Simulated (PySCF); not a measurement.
PySCF job for C4H4F2O2, SMILES O=C1COC(F)(F)C1, KT2/pcSseg-1. Geometry optimised at r2SCAN-D4/def2-SVP. The values are those of a single conformer.

```python
import numpy as np
from pyscf import gto, scf, dft
from pyscf.prop.nmr import rks as nmr

mol = gto.M(
    atom='''
    O    -2.39002788   -0.92942176    0.60977069
    C    -1.35785687   -0.47486427    0.19504566
    C    -1.17963231    0.89512840   -0.46054652
    O     0.19063581    0.97304515   -0.82858560
    C     0.91880018    0.07888960   -0.07638578
    F     1.30295135    0.66657000    1.09629036
    F     2.04002687   -0.21164119   -0.75010361
    C     0.02386549   -1.11148256    0.20976750
    H    -1.80896418    0.99822162   -1.35857589
    H    -1.45757223    1.69085552    0.25577572
    H     0.24645528   -1.62699644    1.15296431
    H     0.09735463   -1.83145430   -0.62261105
    ''',
    basis='pcSseg-1',
    charge=0,
    spin=0,
    max_memory=1600,
    verbose=3,
)
mf = dft.RKS(mol, xc='kt2')
mf.grids.level = 3
mf.conv_tol = 1e-10
mf.max_cycle = 100
mf.kernel()
n = nmr.NMR(mf)
n.verbose = 2
n.max_cycle_cphf = 60
sigma = n.kernel()
print('atom   isotropic/ppm   span/ppm')
for i, s in enumerate(sigma):
    w = np.linalg.eigvalsh((s + s.T) / 2)
    print(f'{mol.atom_symbol(i):2s}{i + 1:3d} {w.mean():14.3f} {w[2] - w[0]:11.3f}')
```

Program output:

```
converged SCF energy = -512.381097439414
atom   isotropic/ppm   span/ppm
O   1       -285.069    1194.081
C   2        -16.728     144.779
C   3        106.887      56.661
O   4        200.411     170.530
C   5         48.868      20.671
F   6        231.479     162.785
F   7        248.495     165.106
C   8        139.043      23.067
H   9         26.758       7.769
H  10         26.767       8.362
H  11         28.594       6.540
H  12         28.515       7.791
```

Self-consistency was reached.
